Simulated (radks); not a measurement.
Spherical quantum dot in the effective-mass picture: electrons in a parabolic well V = omega^2 r^2 / 2 with omega = 0.0759, with a point charge +1 (a donor) at the centre, all in effective atomic units (hartree* = m*/eps^2 hartree, bohr* = eps/m* bohr), one dielectric constant everywhere. Method: non-relativistic Kohn-Sham, LDA (Slater exchange, Perdew-Wang correlation), spin-polarised, spherical densities; computed with a radial shooting solver with Libxc functionals. Levels are named by radial order and angular momentum (1s, 1p, 1d, 2s, ...), and open shells are averaged over m. Each electron was tried in the lowest free levels, single moves between levels near the top were tried too, and the lowest total energy was kept; such a search can miss a lower state. At N = 1 the Hartree and exchange-correlation terms need not cancel, so that row can carry a self-interaction error.

\begin{tabular}{lrrrrrr}
N & open shells & 2S & mu = E(N) - E(N-1) (hartree*) & addition energy mu(N+1) - mu(N) (hartree*) & e(HOMO) (hartree*) & rms radius (bohr*) \\ \hline
1 & 1s(up 1, down 0) & 1 & -0.46933 & 0.4741 & -0.25416 & 1.774 \\
2 & none & 0 & 0.0047857 & 0.3371 & 0.12947 & 2.625 \\
3 & 1p(up 1, down 0) & 1 & 0.34184 & 0.1092 & 0.39569 & 4.429 \\
4 & 1p(up 2, down 0) & 2 & 0.45100 & 0.1079 & 0.50576 & 5.399 \\
5 & 1p(up 3, down 0) & 3 & 0.55894 & 0.1028 & 0.61125 & 6.107 \\
6 & 1p(up 3, down 0) 2s(up 1, down 0) & 4 & 0.66172 & 0.1194 & 0.71124 & 6.719 \\
7 & 1p(up 3, down 1) 2s(up 1, down 0) & 3 & 0.78108 & 0.08820 & 0.82535 & 7.231 \\
8 & 1p(up 3, down 2) 2s(up 1, down 0) & 2 & 0.86928 & 0.08667 & 0.91294 & 7.674 \\
9 & 2s(up 1, down 0) & 1 & 0.95595 & 0.08465 & 0.99860 & 8.069 \\
10 & none & 0 & 1.0406 & 0.1085 & 1.0839 & 8.442 \\
11 & 1d(up 1, down 0) & 1 & 1.1491 & 0.07742 & 1.1881 & 8.803 \\
12 & 1d(up 2, down 0) & 2 & 1.2265 & 0.07590 & 1.2647 & 9.132 \\
13 & 1d(up 3, down 0) & 3 & 1.3024 & 0.07442 & 1.3399 & 9.436 \\
14 & 1d(up 4, down 0) & 4 & 1.3769 & 0.07300 & 1.4136 & 9.719 \\
15 & 1d(up 5, down 0) & 5 & 1.4499 & 0.08337 & 1.4859 & 9.985 \\
16 & 1d(up 5, down 1) & 4 & 1.5332 & 0.06897 & 1.5679 & 10.24 \\
17 & 1d(up 5, down 2) & 3 & 1.6022 & 0.06801 & 1.6364 & 10.49 \\
18 & 1d(up 5, down 3) & 2 & 1.6702 & 0.06705 & 1.7039 & 10.72 \\
19 & 1d(up 5, down 4) & 1 & 1.7373 & 0.06611 & 1.7705 & 10.94 \\
20 & none & 0 & 1.8034 & 0.08823 & 1.8361 & 11.15 \\
21 & 1f(up 1, down 0) & 1 & 1.8916 & 0.06305 & 1.9232 & 11.36 \\
22 & 1f(up 2, down 0) & 2 & 1.9546 & 0.06231 & 1.9859 & 11.57 \\
23 & 1f(up 3, down 0) & 3 & 2.0170 & 0.06158 & 2.0479 & 11.77 \\
24 & 1f(up 4, down 0) & 4 & 2.0785 & 0.06087 & 2.1091 & 11.96 \\
25 & 1f(up 5, down 0) & 5 & 2.1394 & 0.06018 & 2.1696 & 12.14 \\
26 & 1f(up 6, down 0) & 6 & 2.1996 & 0.05951 & 2.2294 & 12.32 \\
27 & 1f(up 7, down 0) & 7 & 2.2591 & 0.06852 & 2.2886 & 12.49 \\
28 & 1f(up 7, down 1) & 6 & 2.3276 & 0.05760 & 2.3565 & 12.66 \\
29 & 1f(up 7, down 2) & 5 & 2.3852 & 0.05707 & 2.4138 & 12.82 \\
30 & 1f(up 7, down 3) & 4 & 2.4423 & 0.05656 & 2.4706 & 12.98 \\
31 & 1f(up 7, down 4) & 3 & 2.4988 & 0.05605 & 2.5269 & 13.14 \\
32 & 1f(up 7, down 5) & 2 & 2.5549 & 0.05555 & 2.5827 & 13.29 \\
33 & 1f(up 7, down 6) & 1 & 2.6104 & - & 2.6380 & 13.44 \\
\end{tabular}

All shells are closed at N = 2, 10, 20 (there: 1s2 1p6 1d10 2s2); the second difference of the energy has clear peaks (12 % above both neighbours; the first and last values, which can be the largest, are not judged, and half-filled shells can peak too) at N = 6, 10, 15, 20, 27.
